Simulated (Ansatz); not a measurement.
Basis-set extrapolation for CH8B2Si2, SMILES `B1C[SiH2]B[SiH2]1` (PBE0-D4/def2-TZVP geometry, frozen core, Ansatz 0.2.0). Multiplicity 1, RHF reference.

```csv
,def2-TZVPP,def2-QZVPP
HF,-669.746750,-669.768281
MP2 correlation,-0.607133,-0.647863
CCSD(T) correlation,-0.708058,not run
```

Energies in hartree. Use E(X) = E(∞) + A·exp(−7.88·√X) for Hartree–Fock and E(X) = E(∞) + B·X^(−2.97) for correlation, with X = 3 and 4, and add CCSD(T) minus MP2 of the smaller set to the MP2 limit.

Question: What is the CCSD(T) energy at the basis-set limit?

Answer: HF limit: -669.768281 + (-0.021531) × 0.13774 = -669.77125. MP2 limit: -0.647863 + (-0.040730) × 0.74074 = -0.67803. Higher-order term: -0.708058 − (-0.607133) = -0.10092. Total: -670.55020 hartree, 2.60 eV below CCSD(T)/def2-TZVPP.
